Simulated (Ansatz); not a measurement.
`BC1(C)CC1`, relaxed with RKS PBE0-D4/def2-TZVP in Ansatz 0.2.0 from a PBE-D4/def2-SVP geometry. The force threshold is 0.005 eV/Å; the program also tests the step.

Charge 0, multiplicity 1.

Start:

```xyz
14

B    -1.048    1.249   -0.071
C    -0.230    0.001    0.252
C     0.706   -0.090    1.442
C    -0.376   -1.202   -0.644
C     0.436   -0.057   -1.180
H    -0.753    2.315    0.444
H    -1.941    1.206   -0.900
H     1.144    0.898    1.691
H     1.537   -0.807    1.271
H     0.150   -0.441    2.337
H    -1.352   -1.392   -1.117
H     0.173   -2.110   -0.346
H     0.018    0.530   -2.015
H     1.537   -0.100   -1.165
```

```json
{"step": "1", "energy (eV)": "-4965.4859", "largest force (eV/Å)": "0.606", "largest move (Å)": "0.000"}
{"step": "2", "energy (eV)": "-4965.5420", "largest force (eV/Å)": "0.224", "largest move (Å)": "0.030"}
{"step": "3", "energy (eV)": "-4965.5484", "largest force (eV/Å)": "0.091", "largest move (Å)": "0.027"}
{"step": "4", "energy (eV)": "-4965.5490", "largest force (eV/Å)": "0.036", "largest move (Å)": "0.012"}
{"step": "5", "energy (eV)": "-4965.5514", "largest force (eV/Å)": "0.108", "largest move (Å)": "0.061"}
{"step": "6", "energy (eV)": "-4965.5523", "largest force (eV/Å)": "0.183", "largest move (Å)": "0.069"}
{"step": "7 (rejected)", "energy (eV)": "-4965.5463", "largest force (eV/Å)": "0.378", "largest move (Å)": "0.187"}
{"step": "8", "energy (eV)": "-4965.5550", "largest force (eV/Å)": "0.058", "largest move (Å)": "0.081"}
{"step": "9", "energy (eV)": "-4965.5555", "largest force (eV/Å)": "0.102", "largest move (Å)": "0.091"}
{"step": "10", "energy (eV)": "-4965.5555", "largest force (eV/Å)": "0.129", "largest move (Å)": "0.020"}
{"step": "11", "energy (eV)": "-4965.5566", "largest force (eV/Å)": "0.028", "largest move (Å)": "0.033"}
{"step": "12", "energy (eV)": "-4965.5568", "largest force (eV/Å)": "0.013", "largest move (Å)": "0.037"}
{"step": "13", "energy (eV)": "-4965.5570", "largest force (eV/Å)": "0.028", "largest move (Å)": "0.055"}
{"step": "14", "energy (eV)": "-4965.5571", "largest force (eV/Å)": "0.029", "largest move (Å)": "0.022"}
{"step": "15", "energy (eV)": "-4965.5572", "largest force (eV/Å)": "0.019", "largest move (Å)": "0.047"}
{"step": "16", "energy (eV)": "-4965.5573", "largest force (eV/Å)": "0.025", "largest move (Å)": "0.019"}
{"step": "17", "energy (eV)": "-4965.5573", "largest force (eV/Å)": "0.016", "largest move (Å)": "0.028"}
{"step": "18 (rejected)", "energy (eV)": "-4965.5573", "largest force (eV/Å)": "0.045", "largest move (Å)": "0.044"}
{"step": "19", "energy (eV)": "-4965.5573", "largest force (eV/Å)": "0.014", "largest move (Å)": "0.021"}
{"step": "20", "energy (eV)": "-4965.5574", "largest force (eV/Å)": "0.014", "largest move (Å)": "0.026"}
{"step": "21", "energy (eV)": "-4965.5574", "largest force (eV/Å)": "0.015", "largest move (Å)": "0.015"}
{"step": "22", "energy (eV)": "-4965.5574", "largest force (eV/Å)": "0.012", "largest move (Å)": "0.010"}
{"step": "23", "energy (eV)": "-4965.5574", "largest force (eV/Å)": "0.006", "largest move (Å)": "0.021"}
{"step": "24 (rejected)", "energy (eV)": "-4965.5574", "largest force (eV/Å)": "0.014", "largest move (Å)": "0.018"}
{"step": "25", "energy (eV)": "-4965.5574", "largest force (eV/Å)": "0.005", "largest move (Å)": "0.009"}
{"step": "26", "energy (eV)": "-4965.5574", "largest force (eV/Å)": "0.003", "largest move (Å)": "0.014"}
{"step": "27", "energy (eV)": "-4965.5574", "largest force (eV/Å)": "0.004", "largest move (Å)": "0.013"}
{"step": "28", "energy (eV)": "-4965.5574", "largest force (eV/Å)": "0.004", "largest move (Å)": "0.013"}
{"step": "29", "energy (eV)": "-4965.5574", "largest force (eV/Å)": "0.004", "largest move (Å)": "0.006"}
```

End:

```xyz
14

B    -1.156    1.239    0.033
C    -0.109    0.137    0.127
C     0.762   -0.010    1.352
C    -0.397   -1.138   -0.663
C     0.559   -0.170   -1.224
H    -1.288    2.060    0.897
H    -1.855    1.299   -0.940
H     1.302    0.916    1.566
H     1.502   -0.806    1.227
H     0.163   -0.253    2.233
H    -1.367   -1.243   -1.131
H    -0.003   -2.048   -0.223
H     0.268    0.412   -2.089
H     1.618   -0.395   -1.164
```

Hardware: 4 threads of an Arm Neoverse V1 on a shared host. Wall time 91 s, peak host memory 0.53 GiB.
